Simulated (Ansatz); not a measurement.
The cluster Al4H4⁻, relaxed as a doublet with UKS PBE-D4/def2-SVPD in Ansatz, starting from the GFN1-xTB geometry. Force threshold 0.02 eV/Å.

The structure comes from a short search, and lower isomers may exist.

Start:

```csv
atom,x (Å),y (Å),z (Å)
Al1,-0.9814,1.0382,1.4690
Al2,0.8898,-2.5837,-0.8882
Al3,1.2965,1.9094,0.5441
Al4,-0.7157,-0.6308,-0.5540
H5,0.6268,3.2604,1.8317
H6,-0.2054,-2.0411,-2.4397
H7,-2.5715,-0.2290,1.2441
H8,1.6609,-0.7233,-1.2071
```

**Question.** Estimate the energy that the relaxation releases and the steps that it takes.

**Answer.** 3.13 eV, in 17 steps; 27 s on 4 threads of Arm Neoverse V2 on a shared host. No frequencies were taken in this run, so the end may be a saddle point.

**Question.** Does the start keep its bonding?

**Answer.** Bonds formed: Al1–Al2, Al1–H7, Al3–Al4, Al3–H5, Al4–H6, Al4–H8 (atoms count from 1).

**Question.** Predict the relaxed structure.

**Answer.** 
```
atom   x (Å)   y (Å)   z (Å)
 Al1  -1.012  -0.136   0.948
 Al2  -0.238  -2.280  -0.844
 Al3   0.300   2.002   0.658
 Al4   0.884   0.022  -0.877
  H5   0.797   3.544   0.866
  H6  -0.009  -0.909  -2.095
  H7  -2.214  -0.626   1.926
  H8   1.491  -1.618  -0.582
```
Bond lengths (bridged metal pairs left out): 5 × Al–Al 2.52 to 2.90 Å; 4 × Al–H 1.63 to 1.77 Å.
